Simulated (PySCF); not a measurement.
methane (CH4), SMILES C. Atoms are numbered in the order given.

```xyz
5

C      0.0000     0.0000     0.0000
H      0.6331     0.6331     0.6331
H     -0.6331     0.6331    -0.6331
H     -0.6331    -0.6331     0.6331
H      0.6331    -0.6331    -0.6331
```
Charge 0, spin multiplicity 1.

The structure is a stationary point at PBE-D3(BJ)/def2-TZVPD.

All values below come from PBE0/pcJ-1 in PySCF.

Isotropic couplings with Fermi-contact, spin-dipole and both spin-orbit terms, one fixed conformer, no vibrational averaging. Isotopes: 13C, 1H.

Computed spin–spin coupling constants:
```
pair   bonds apart  J (Hz)
-----  -----------  ------
C1–H2            1   125.7
C1–H3            1   125.7
C1–H4            1   125.7
C1–H5            1   125.7
H2–H3            2   -13.9
H2–H4            2   -13.9
H2–H5            2   -13.9
H3–H4            2   -13.9
H3–H5            2   -13.9
H4–H5            2   -13.9
```
